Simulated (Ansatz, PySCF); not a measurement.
Cl$_{4}$Hf, triplet, geometry from GFN2-xTB (such geometries of metal compounds can be far from the true shape) (the multiplicity is a formal guess) (core potentials on Hf). Base run: HF/def2-SVP (PySCF).

Here is a job for PySCF.
```python
from pyscf import gto, scf

mol = gto.M(
    atom='''
Hf   -0.000000    0.000000   -0.000000
Cl    2.048759    0.843790   -0.624674
Cl    0.974361   -0.754255    1.944565
Cl   -0.974361    0.754255   -1.944565
Cl   -2.048759   -0.843790    0.624674
''',
    basis='def2-svp',
    ecp={'Hf': 'def2-svp'},
    charge=0,
    spin=2,
    verbose=4,
)

mf = scf.UHF(mol)
mf.kernel()
```

The same geometry, method and basis name were run in Ansatz (a first-principles code) and PySCF, at each program's defaults and at the settings that a row names. The base is PySCF at its defaults. Differences at the defaults can come from grids, fitting, cores and function types together.

```tsv
code and settings	ΔE vs base (mEh)	basis functions	E (Eh)	SCF cycles
PySCF, defaults (exact integrals, spherical functions)	0.000	104	-1885.00872	12
Ansatz, defaults (factorised integrals, spherical functions)	-13.652	104	-1885.02237	-
PySCF, density fitting with def2-universal-jkfit	0.122	104	-1885.00859	12
Ansatz, high accuracy	-13.660	104	-1885.02238	-
```

Open shells are given as the SCF converged; they aren't shown to be the lowest states, and a large step between rows can be another state.
